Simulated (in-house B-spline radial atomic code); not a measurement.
A fraction x of an electron is removed from 4s in As IV (As3+), starting from [Ar] 3d10 4s2 and keeping the highest spin. All numbers are computed (non-relativistic PBE, spin-polarised, spherical fractional occupations; point nucleus) with an all-electron radial atomic-structure program (B-spline basis), not measured.

```tsv
x	E(x) - E(0) (eV)	4s down level (eV)
0	0.0000	-43.753
0.11	4.8813	-44.999
0.24	10.8272	-46.476
0.36	16.4864	-47.845
0.49	22.8031	-49.337
0.5	23.2971	-49.452
0.59	27.7945	-50.491
0.71	33.9371	-51.888
0.78	37.5979	-52.707
0.96	47.2724	-54.753
1	49.4703	-
```

The exact functional would give a straight line between the two integer points. Deviations E(x) - E(0) - x[E(1) - E(0)], in eV: -0.56 at x = 0.11, -1.046 at x = 0.24, -1.323 at x = 0.36, -1.437 at x = 0.49, -1.438 at x = 0.5, -1.393 at x = 0.59, -1.187 at x = 0.71, -0.989 at x = 0.78, -0.219 at x = 0.96.

The curve lies below the straight line by up to 1.438 eV (at x = 0.5): convex, the delocalisation error that favours fractional charges.

**Question.** How well does Slater's transition state (minus the level at half occupation) give the ionisation energy?

**Answer.** It gives 49.452 eV against 49.470 eV from the two total energies; NIST lists 50.15 eV, ground level to ground level.
